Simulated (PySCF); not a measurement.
An excited-state job on `CC1=C[CH2][Ge@@H]([F])[CH2]1`.

Computed with TDDFT CAM-B3LYP/def2-SVPD, vertical, gas phase, core orbitals frozen in the response (PySCF 2.14.0, density-fitted response routines). Geometry: GFN2-xTB. A driver script takes a list of jobs; this job's settings line and coordinates (Å) are shown.

Command:
```bash
OMP_NUM_THREADS=1 python probes_run.py task.json out
```

Input:
```
{"job": {"kind": "uv", "xc": "CAM-B3LYP", "basis": "def2-SVPD", "nstates": 8, "ntriplets": 3}, "charge": 0, "multiplicity": 1}
C      2.132234    -0.302532    -0.684987
C      0.693567    -0.138702    -0.308118
C     -0.214391    -1.097317    -0.450098
C     -1.645512    -0.904664    -0.039156
Ge    -1.591190     0.895822     0.803002
F     -1.642125     0.688365     2.561668
C      0.299899     1.197625     0.268884
H      2.760405    -0.235036     0.203287
H      2.440387     0.488203    -1.368740
H      2.303470    -1.265370    -1.159725
H      0.055684    -2.059978    -0.862371
H     -2.306353    -0.952384    -0.904899
H     -1.958425    -1.686689     0.653441
H     -2.684739     1.938949     0.646749
H      0.941053     1.460936     1.110695
H      0.408437     1.981716    -0.481041
```

Question: Give the output.

Answer: 
```
coarse grid: 60864 points
cycle   1  E = -2372.2399604919  dE =  2.147e-01  |g| = 7.451e-01  |ddm| = 8.804e+00
cycle   2  E = -2372.1813121004  dE =  5.865e-02  |g| = 1.024e+00  |ddm| = 2.230e+00
cycle   3  E = -2372.3381814930  dE = -1.569e-01  |g| = 1.002e-01  |ddm| = 1.102e+00
cycle   4  E = -2372.3398202339  dE = -1.639e-03  |g| = 4.038e-02  |ddm| = 2.326e-01
cycle   5  E = -2372.3401089850  dE = -2.888e-04  |g| = 4.799e-03  |ddm| = 7.316e-02
cycle   6  E = -2372.3401140730  dE = -5.088e-06  |g| = 1.610e-03  |ddm| = 1.725e-02
final grid: 129032 points
cycle   7  E = -2372.3400982463  dE = -2.709e-07  |g| = 1.434e-03  |ddm| = 1.133e-02
cycle   8  E = -2372.3400982880  dE = -4.174e-08  |g| = 1.387e-03  |ddm| = 6.552e-03
cycle   9  E = -2372.3400987272  dE = -4.392e-07  |g| = 1.590e-04  |ddm| = 2.877e-03
cycle  10  E = -2372.3400987329  dE = -5.782e-09  |g| = 1.686e-05  |ddm| = 2.641e-04
cycle  11  E = -2372.3400987331  dE = -1.710e-10  |g| = 1.130e-05  |ddm| = 1.298e-04
converged SCF energy = -2372.3400987331

Static polarisability (au): isotropic 84.849, principal 65.838 88.680 100.029

Singlet excitations
state   eV       nm        f      main configurations
  1   6.5225    190.1   0.00016   H->L 0.95
  2   6.8586    180.8   0.01088   H->L+1 0.85
  3   7.0613    175.6   0.12897   H->L+3 0.58, H-1->L 0.17, H-1->L+1 0.11
  4   7.1833    172.6   0.10180   H-1->L+1 0.35, H-1->L 0.29, H->L+3 0.24
  5   7.3186    169.4   0.00128   H->L+2 0.84
  6   7.4874    165.6   0.00162   H-1->L+3 0.84, H-1->L+2 0.09
  7   7.6851    161.3   0.00603   H->L+6 0.63, H->L+4 0.12, H->L+5 0.11
  8   7.7428    160.1   0.00102   H->L+4 0.73, H->L+6 0.11

Triplet excitations (Tamm-Dancoff, eV): 4.4319 6.4149 6.7560
```

The SCF starts on a coarse grid where the log names one; the energy can jump when the final grid takes over, and dE then counts from the start density on the new grid. H and L stand for HOMO and LUMO; the number after each pair is its weight.

Question: Give S1 in cm⁻¹ and kJ/mol.

Answer: 6.5225 eV × 8065.54 = 52608 cm⁻¹; × 96.485 = 629.3 kJ/mol.

Question: How does the lowest singlet excitation compare with the HOMO–LUMO gap?

Answer: HOMO -8.39 eV and LUMO 1.09 eV give a gap of 9.48 eV; S1 at 6.52 eV lies 2.96 eV below it.

Summary of the converged run: HOMO -8.39 eV, LUMO 1.09 eV; lowest singlet 6.52 eV; lowest triplet 4.43 eV (Tamm–Dancoff); mean polarisability 84.8 au.

 The CAM-B3LYP/def2-SVPD calculation is non-relativistic and has no spin–orbit coupling, an omission that weighs most on germanium.

The run took 75 s wall on Arm Neoverse V1, one thread (shared host), and the process peaked at 1.1 GiB of memory.
Labels such as C1 count atoms from 1, the log's own numbers from 0.
